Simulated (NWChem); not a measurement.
# C3H3, doublet; SMILES C=C=[CH]

All runs: NWChem. Spin-unrestricted. Spin-contaminated determinants: UHF/def2-SVP, CIS (<S²> = 1.02). In the optimisation the excess spin sits in b1 (C2v, its own frame). Geometry: optimised at PBE-D3(BJ)/def2-SVP, spin-unrestricted. No stability test was run on the SCF state. Vertical excitations in the gas phase; the lowest state need not have the same character in each row. Excited states of an open shell can be spin-contaminated.

```tsv
level	lowest excitation (eV)	oscillator strength of that lowest state	lowest state with f > 0.02 (eV)	oscillator strength of that bright state	lowest empty minus highest occupied level, either spin (eV)
PBE/def2-SVP, TDA	3.02	0.000	4.24	0.024	1.58
B3LYP/def2-SVP, TDA	3.14	0.000	4.36	0.028	3.34
BHandHLYP/def2-SVP, TDA	3.45	0.000	4.66	0.031	6.32
UHF/def2-SVP, CIS	4.62	0.000	5.93	0.032	12.36
```
